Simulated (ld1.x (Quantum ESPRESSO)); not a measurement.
## Reading a pseudo-wave (niobium (Nb))

Columns: radius, all-electron u(r) and pseudo u(r) of the 4d shell (level -3.04 eV) of niobium in the configuration [Ar] 3d10 4s2 4p6 4d4 5s1 5p0; PBE, scalar-relativistic, PAW scheme, ld1.x (Quantum ESPRESSO) 7.5.

| r (bohr) | all-electron | pseudo |
| --- | --- | --- |
| 0.120 | 0.1460 | -0.0016 |
| 0.240 | 0.3053 | -0.0124 |
| 0.360 | 0.2695 | -0.0398 |
| 0.480 | 0.1147 | -0.0881 |
| 0.600 | -0.0746 | -0.1573 |
| 0.720 | -0.2529 | -0.2438 |
| 0.840 | -0.4017 | -0.3403 |
| 0.960 | -0.5166 | -0.4378 |
| 1.080 | -0.5986 | -0.5271 |
| 1.200 | -0.6522 | -0.6005 |
| 1.320 | -0.6828 | -0.6531 |
| 1.440 | -0.6957 | -0.6834 |
| 1.560 | -0.6955 | -0.6933 |
| 1.680 | -0.6858 | -0.6872 |
| 1.800 | -0.6696 | -0.6708 |
| 1.920 | -0.6489 | -0.6492 |
| 2.040 | -0.6255 | -0.6255 |
| 2.160 | -0.6004 | -0.6004 |
| 2.280 | -0.5747 | -0.5747 |
| 2.400 | -0.5487 | -0.5487 |
| 2.520 | -0.5230 | -0.5230 |
| 2.640 | -0.4978 | -0.4978 |
| 2.760 | -0.4733 | -0.4733 |
| 2.880 | -0.4497 | -0.4497 |
| 3.000 | -0.4269 | -0.4269 |
| 3.120 | -0.4050 | -0.4050 |

(1) How many radial nodes do the two functions have?

(2) At about which radius was the pseudo-wave matched?

(3) Is the pseudo-wave norm-conserving?

Answers

(1) The all-electron 4d function has n − l − 1 = 1; the pseudo-wave has 0, since the states of the same l below it are removed with the core.

(2) 2.05 bohr. The columns agree to 0.0005 from 1.92 bohr on; several derivatives are matched, so the curves merge somewhat inside the radius.

(3) No, it belongs to a PAW set: the norm inside the radius is not constrained, and the difference is carried by the augmentation charge.
